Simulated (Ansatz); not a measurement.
`CO[SiH](Cl)O[SiH3]` + `OB(O)F` → `OB(F)O[SiH3]` + `CO[SiH](O)Cl`  (ligand exchange at the Si–O bond)

Gas-phase electronic energies from Ansatz, PBE0-D4/def2-TZVP geometries. CCSD(T)/CBS adds triple-zeta CCSD(T) − MP2 to the extrapolated MP2 energy (def2 sets, frozen cores). DFT in def2-TZVPP. Each species was taken in one conformer, which may not be the lowest.

```tsv
level	ΔE (kJ/mol)
r2SCAN	14.0
SCS-MP2/def2-TZVPP	16.3
CCSD(T)/def2-TZVPP	16.0
HF/CBS(def2)	17.3
```

(1) What does CCSD(T)/CBS give? (An estimate is asked.)

Largest T1 diagnostic among the species: 0.012.

Results:

(1) The calculation gave: +15.9 kJ/mol. The listed levels differ from it by -1.9, 0.4, 0.1, 1.4 kJ/mol.

The D4 term adds +3.4 kJ/mol with B3LYP and +2.2 kJ/mol with PBE0; it sums over pairs of atoms, weighted by their polarisabilities, and B3LYP, whose exchange is more repulsive, gets the larger term.

B3LYP here is the variant with VWN-RPA as its local correlation; programs differ in this.
